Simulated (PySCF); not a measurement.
# Structure from NMR data

The spectra below were simulated for a compound C8H11F.

¹H NMR (300 MHz, computed): δ 6.44 (m, 1H), 5.81 (m, 1H), 5.63 (m, 2H), 2.75 (sept, 1H), 1.28 (d, 6H).

¹³C{¹H} NMR (computed): δ 148.6 (CH), 117.2 (CH), 115.4 (C), 85.9 (CH2), 82.6 (C), 25.4 (CH3, 2C), 24.4 (CH).

PySCF 2.14.0 with density-fitted response routines calculation with geometry: GFN2-xTB and σ from GIAO-PBE0/pcSseg-1; one computed conformer, isolated molecule, equivalent nuclei averaged, relativity neglected.

Referencing at the same level of theory: TMS for ¹H (σref 31.72), ¹³C (σref 186.93).

Task: What is the structure?

Result: 
1. Rings plus π bonds: 3 (no ring in the answer).
2. 7 carbon signals for 8 carbons: some carbons are equivalent by symmetry or fast rotation.
3. Carbon types of the structure: 2 × C, 3 × CH, 1 × CH2, 2 × CH3, which accounts for all hydrogens.
4. δC 148.6, 117.2: alkene CH; an sp2 carbon of a C=C bond.
5. δC 115.4, 82.6: alkyne carbon.
6. δC 85.9: allylic sp3 CH2 bonded to F; the inductive effect lowers its shielding.
7. δC 25.4: methyl carbon; aliphatic region, no heteroatom directly attached.
8. δC 24.4: propargylic sp3 CH; aliphatic region, no heteroatom directly attached.
9. δH 6.44, 5.81: hydrogen on an alkene CH; attached to an sp2 carbon and in the plane of the double bond.
10. δH 5.63: hydrogen on an allylic sp3 CH2 bonded to F; its carbon carries F, an electronegative neighbour.

The compound is SMILES CC(C)C#C/C=C\CF.

This is the structure that produced the data.

Splittings by ¹⁹F in the carbon and heteronuclear signals aren't shown, as no couplings were computed. Shifts are as computed. Against solution values, carbons near 30 ppm lie about +3 ppm off and those near 130 ppm about +5 ppm. Of 1309 compounds with measured shifts, 239 miss one by over three times the rms of a fit or turn the order of signals round; such compounds aren't used in these exercises. Multiplicities follow the n + 1 count of equivalent neighbours, as no J values were calculated; m marks all less simple cases, F and P coupling included.
